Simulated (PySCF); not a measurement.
A GIAO shielding run with PySCF (density fitting, non-relativistic, gas phase) on SMILES B(SB)F, B2FH3S:

```
$ OMP_NUM_THREADS=1 python probes_run.py task.json out

{"job": {"kind": "nmr", "xc": "HF", "basis": "pcSseg-2", "pop": false}, "charge": 0, "multiplicity": 1}
B      1.247582     0.558862     0.097725
S      0.173173    -0.182853     1.324049
B     -1.383119    -0.305894     0.380589
F     -2.414029    -0.868012     0.972236
H      0.828480     0.835519    -0.995703
H      2.387671     0.757220     0.429437
H     -1.491130     0.103539    -0.747466
```

Hardware: 1 thread of an Intel Xeon 6975P-C, shared host.

Q: How large is the calculation?

A: 38 electrons, 193 basis functions and 557 auxiliary functions.

Q: How long does it take, and how much memory does it need?

A: 4.2 s of wall time, with 10 SCF cycles and 7 response iterations; peak memory 0.77 GiB. Times on a shared host scatter by some tens of per cent.

Q: And these other runs on the same molecule and hardware: GIAO shielding at B3LYP/pcSseg-2; GIAO shielding at B97-D/pcSseg-2; GIAO shielding at BLYP/pcSseg-2; GIAO shielding at BP86/pcSseg-2; GIAO shielding at KT2/pcSseg-2; GIAO shielding at KT3/pcSseg-2?

A: B3LYP/pcSseg-2: 193 functions, 7.3 s; B97-D/pcSseg-2: 193 functions, 10 s; BLYP/pcSseg-2: 193 functions, 10 s; BP86/pcSseg-2: 193 functions, 10 s; KT2/pcSseg-2: 193 functions, 11 s; KT3/pcSseg-2: 193 functions, 11 s.
